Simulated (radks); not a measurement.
Question: Ge5+, configuration [Ar] 3d9. All-electron calculation, scalar-relativistic Kohn-Sham, BLYP, spin-unpolarised, spherical densities, finite nucleus; Fermi nuclear charge, rms radius 4.0742 fm. Program: a radial shooting solver on a logarithmic mesh with Libxc functionals. Some entries of the table are withheld. Estimate them.

| orbital | occ. | eigenvalue (eV) | <1/r> (bohr^-1) | <r^2> (bohr^2) |
|---|---|---|---|---|
| 1s | 2 | -11043.42 | 32.38 | (1) |
| 2s | 2 | -1451.266 | 7.106 | (2) |
| 2p | 6 | -1278.496 | 6.969 | 0.04133 |
| 3s | 2 | -244.6017 | 2.305 | (3) |
| 3p | 6 | -191.5247 | 2.160 | 0.4758 |
| 3d | 9 | -104.2614 | (4) | 0.5817 |
| 4s | 0 | -68.9685 | (5) | (6) |
| 4p | 0 | -56.3906 | 0.7168 | 3.819 |

Answer: 
(1) 1s <r^2> (bohr^2): 0.002973
(2) 2s <r^2> (bohr^2): 0.05203
(3) 3s <r^2> (bohr^2): 0.4403
(4) 3d <1/r> (bohr^-1): 1.865
(5) 4s <1/r> (bohr^-1): 0.8033
(6) 4s <r^2> (bohr^2): 3.094
